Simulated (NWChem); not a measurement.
CH3ClO2Si; SMILES O=C[Si@@H](O)Cl

```xyz
8

O     -0.8634     2.4058    -0.1441
C     -0.2657     1.5616     0.4949
Si     0.3986    -0.0186    -0.3696
O      1.9082    -0.2659     0.2532
Cl    -0.8850    -1.5905     0.0970
H     -0.1069     1.6937     1.5917
H      0.3747     0.1308    -1.8406
H      2.4324    -1.0144    -0.0665
```
Atoms are numbered in this order, from 1.

All runs: NWChem. Medium grid unless said otherwise, to which SCAN and Minnesota functionals are sensitive. Structure relaxed at the B3LYP/6-31G* (spherical d) level. Total energies of different functionals are on different scales.

```
level             energy (Ha)  highest occupied level (eV)  orbital gap (eV)  dipole (D)
----------------  -----------  ---------------------------  ----------------  ----------
PBE/def2-TZVP       -939.6905                        -5.88              2.73        2.66
B3LYP/def2-TZVP     -940.2708                        -7.18              4.93        2.82
BLYP/def2-TZVP      -940.1962                        -5.80              2.81        2.71
M06-2X/def2-TZVP    -940.1253                        -8.87              7.97        2.88
TPSSh/def2-TZVP     -940.2646                          ___               ___        2.79
```

**Question.** Some entries are withheld; supply them.

**Answer.** 
- TPSSh/def2-TZVP, highest occupied level (eV): -6.58
- TPSSh/def2-TZVP, orbital gap (eV): 4.08
